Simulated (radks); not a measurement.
Pb+, 81 electrons, occupied as [Hg] 6p1 (the NIST ground configuration). Method: scalar-relativistic Kohn-Sham, LDA (Slater exchange, Perdew-Wang correlation), spin-unpolarised, spherical densities, finite nucleus; Fermi nuclear charge, rms radius 5.5012 fm; computed with a radial shooting solver on a logarithmic mesh with Libxc functionals.

Unscreened Slater integrals over Kohn-Sham orbitals (eV).

F0(6p,6p): 8.2331
F2(6p,6p): 4.4346
F0(6p,6s): 9.2493
G1(6p,6s): 5.5521
F0(6p,5d): 10.232
F2(6p,5d): 3.0825
G1(6p,5d): 1.2469
G3(6p,5d): 1.0263
F0(6p,5p): 10.506
F2(6p,5p): 2.2449
G0(6p,5p): 0.36771
G2(6p,5p): 0.49307
F0(6s,6s): 10.945
F0(6s,5d): 12.997
G2(6s,5d): 2.7892
F0(6s,5p): 13.569
G1(6s,5p): 1.0046
F0(5d,5d): 18.906
F2(5d,5d): 9.8231
F4(5d,5d): 6.5365
F0(5d,5p): 21.307
F2(5d,5p): 10.671
G1(5d,5p): 12.965
G3(5d,5p): 8.0529
F0(5p,5p): 25.059
F2(5p,5p): 13.497

Derived for the open shells (J is the average intra-shell exchange parameter used in DFT+U). 6p: J = F2/5 = 0.8869 eV.
